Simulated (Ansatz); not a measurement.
```xyz
7

C    -0.763   -0.260    0.835
Si    0.336    0.129   -0.565
Cl    1.923   -1.167   -0.594
Cl    1.079    2.028   -0.364
H    -0.422   -0.225    1.864
H    -1.801   -0.545    0.691
H    -0.352    0.040   -1.867
```

The species carries charge 0 and has multiplicity 2.

Q: List the r2SCAN/def2-TZVPP orbital energies in eV (Ansatz). (Best estimate.)

A: Ansatz gave: α occupied: -2753.51, -2753.51, -1792.91, -274.07, -254.91, -254.91, -193.45, -193.45, -193.32, -193.31, -193.31, -193.31, -143.17, -98.09, -98.05, -97.97, -22.07, -21.39, -18.57, -13.60, -11.58, -10.65, -10.35, -10.05, -8.69, -8.58, -8.23, -8.09, -6.77. α empty: -0.12, 0.51, 0.78, 1.08, 2.48, 3.13, 3.74, 3.92. β occupied: -2753.50, -2753.50, -1792.92, -273.65, -254.91, -254.90, -193.44, -193.43, -193.30, -193.30, -193.30, -193.30, -143.18, -98.09, -98.05, -97.98, -22.02, -21.35, -17.35, -13.50, -11.39, -10.56, -10.18, -9.97, -8.62, -8.50, -8.18, -7.98. β empty: -3.62, -0.11, 0.94, 1.06, 1.17, 2.70, 3.40, 3.80. ⟨S²⟩ = 0.756.
